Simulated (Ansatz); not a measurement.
In₇As₆H₂₀⁻, a cluster cut from zinc blende InAs (hydrogen-capped). Total charge -1; triplet. Geometry PBE-D4/def2-SVP, that of the charge -1 singlet; atoms count from 1.

Cartesian coordinates in Å:
```
In -1.295 -3.857 -1.222
In -0.981 3.826 2.993
In -2.283 0.894 -1.022
In -0.455 -1.155 2.181
In 3.023 -2.671 -0.128
In 1.855 1.592 -0.572
In 1.011 -1.114 -3.972
As -1.535 1.177 3.204
As -1.989 -1.554 0.078
As 1.114 -2.953 -2.010
As 0.526 3.630 0.744
As 0.061 0.883 -2.363
As 1.870 -0.498 1.072
H -2.369 -4.018 -2.596
H -1.131 -5.081 0.024
H 0.132 4.196 4.294
H -2.450 4.696 2.630
H -3.656 0.968 -2.104
H -2.073 2.048 0.303
H -0.359 -2.232 3.556
H 2.941 -3.985 1.029
H 4.518 -2.111 -0.852
H 3.423 2.267 -0.953
H -0.259 -1.505 -5.114
H 2.623 -0.616 -4.454
H -3.038 1.060 2.950
H -1.635 0.933 4.717
H -3.325 -1.821 0.784
H 1.652 -4.170 -2.775
H -0.280 4.341 -0.342
H 1.568 4.748 0.891
H 0.026 2.162 -3.211
H 2.769 -0.081 2.240
```

In the def2 sets In takes a core potential; there is no spin–orbit coupling. Single mean-field runs in def2-SVP are fitted with def2-universal-jkfit. The highest occupied level of the charge -1 triplet lies above zero (up to 0.01 eV). By energy differences its removal costs 0.91 eV (vertical, to the charge 0 doublet, at PBE0-D4/def2-SVP); self-interaction error and the lack of diffuse functions both raise the level. At PBE0-D4/def2-SVP a singlet of charge -1 lies 4.29 eV below the triplet at the same geometry.

**Question.** Estimate the Mulliken populations of the heavy atoms from the PBE0/def2-SVP orbitals of Ansatz.

**Answer.** 
```tsv
atom	charge (e)	spin (α − β)
In1	0.24	0.00
In2	0.03	0.39
In3	0.24	0.00
In4	0.30	0.03
In5	0.23	0.00
In6	0.09	0.43
In7	0.21	0.14
As8	-0.12	-0.01
As9	-0.29	0.00
As10	-0.30	0.00
As11	0.08	0.32
As12	-0.18	0.42
As13	-0.29	0.06
```
Mulliken values and Mayer orders depend strongly on the basis.

**Question.** Where does the spin sit?

**Answer.** Summed by element: In 1.01, As 0.79, H 0.20, of 2 unpaired in all. Largest on single atoms: In6 0.43, As12 0.42, In2 0.39.

**Question.** And the Mayer bond orders between bonded heavy atoms (over 0.3)?

**Answer.** In1–As9 0.64 (2.73 Å); In1–As10 0.74 (2.69 Å); In2–As8 0.68 (2.71 Å); In2–As11 0.51 (2.71 Å); In3–As9 0.74 (2.70 Å); In3–As12 0.70 (2.70 Å); In4–As8 0.60 (2.77 Å); In4–As9 0.86 (2.63 Å); In4–As13 0.79 (2.66 Å); In5–As10 0.73 (2.69 Å); In5–As13 0.65 (2.74 Å); In6–As11 0.37 (2.77 Å); In6–As12 0.62 (2.63 Å); In6–As13 0.78 (2.66 Å); In7–As10 0.77 (2.69 Å); In7–As12 0.52 (2.73 Å).
